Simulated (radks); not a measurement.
Ionisation of the lead ion Pb3+, [Xe] 4f14 5d10 6s1, to [Xe] 4f14 5d10 as the strength of local exchange is varied. Method: scalar-relativistic Kohn-Sham, Slater X-alpha exchange (alpha = 2/3 is LDA exchange), no correlation, spin-polarised, spherical densities, finite nucleus; open shells are filled with parallel spins first (spin-orbit coupling, left out, can overturn this in heavy ions); Fermi nuclear charge, rms radius 5.5012 fm; computed with a radial shooting solver on a logarithmic mesh with Libxc functionals.

alpha  E(Pb3+) (hartree)  exchange (hartree)  IE (eV)  -e of the level emptied (eV)  <r> of it (bohr)
0.578        -20805.5503           -316.3908   40.902                   35.927 (6s)             2.131
0.653        -20846.8974           -358.1733   41.947                   36.991 (6s)             2.107
0.667        -20854.6249           -365.9912   42.143                   37.192 (6s)             2.102
0.678        -20860.6985           -372.1379   42.298                   37.349 (6s)             2.099
0.855        -20958.6778           -471.5373   44.814                   39.926 (6s)             2.046
0.86         -20961.4524           -474.3587   44.886                   39.999 (6s)             2.044
0.98         -21028.1546           -542.2939   46.626                   41.790 (6s)             2.010
1.008        -21043.7494           -558.2068   47.036                   42.213 (6s)             2.002

NIST Atomic Spectra Database: 42.333 eV (measured). The Delta-SCF value meets it near alpha = 0.68.
